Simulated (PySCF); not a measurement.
C₃H₇BN₂, SMILES C=C=CB(N)N.

Geometry optimised at PBE0-D3(BJ)/def2-SVP. This is a generated structure with no PubChem entry under its InChIKey; it may be hypothetical. One conformer was computed; it need not be the lowest.

Two levels are set side by side: TDA-PBE/def2-SVPD (PySCF) and TDA-PBE0/def2-SVPD (PySCF). Vertical, same geometry. The lowest singlet is HOMO→LUMO 96 % with PBE and HOMO−2→LUMO 95 % with the other functional; states are paired by order. Differences are taken from unrounded values.

```csv
quantity,TDA-PBE0
lowest singlet excitation (eV),5.48
lowest triplet excitation (TDA) (eV),4.24
first bright state (f over 0.05) (eV),6.70
its oscillator strength,0.09
```

**Question.** What does TDA-PBE give, and how far is it from TDA-PBE0? (An estimate is asked for; the answer gives what the named calculation found.)

**Answer.** 
```json
[
 {"quantity": "lowest singlet excitation (eV)", "TDA-PBE": "4.94", "TDA-PBE minus TDA-PBE0": "-0.54"},
 {"quantity": "lowest triplet excitation (TDA) (eV)", "TDA-PBE": "4.24", "TDA-PBE minus TDA-PBE0": "0.00"},
 {"quantity": "first bright state (f over 0.05) (eV)", "TDA-PBE": "6.30", "TDA-PBE minus TDA-PBE0": "-0.40"},
 {"quantity": "its oscillator strength", "TDA-PBE": "0.31", "TDA-PBE minus TDA-PBE0": "0.22"}
]
```

A lower first singlet is the usual sign of a functional without exact exchange. Differences between two approximate levels are no errors against the true value.

Rough cost on one machine, each run with all the roots and properties that it gave: TDA-PBE0 against TDA-PBE within a factor of 2.
